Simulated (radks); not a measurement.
Results of a calculation; reference values are marked as such.
Excited configurations of Mo II: one electron is placed in a higher orbital outside [Kr] 4d4. The ground configuration is [Kr] 4d5. Code: a radial shooting solver on a logarithmic mesh with Libxc functionals. Model: scalar-relativistic Kohn-Sham, PBE, spin-unpolarised, spherical densities, finite nucleus; Fermi nuclear charge, rms radius 4.4091 fm. Excitation = E - E(ground); binding = E(ion) - E, where the ion is the core of charge +2; n* = 2/sqrt(2 binding) in atomic units, and the quantum defect is n - n*.

outer orbital,excitation (eV),binding (eV),n*,quantum defect,eigenvalue (eV),<r> (bohr)
5s,1.174,14.288,1.952,3.048,-10.974,3.144
5p,5.489,9.973,2.336,2.664,-7.335,3.909
6s,9.282,6.179,2.968,3.032,-4.873,6.873
6d,12.192,3.270,4.080,1.920,-2.513,11.62
7s,11.906,3.555,3.913,3.087,-2.837,11.95
7f,14.168,1.293,6.487,0.513,-1.034,30.27

The Delta-SCF ionisation energy is 15.462 eV (NIST Atomic Spectra Database: 16.2 eV, semi-empirical). Self-interaction in the functional shifts the binding energies and quantum defects, so they are the method's values and not measured ones. Spin polarisation and multiplet splitting are left out, so open shells lie too high by an amount that depends on their filling.

Beside tabulated values, note that spin-unpolarised runs miss the spin-polarisation part of the exchange energy of open shells.
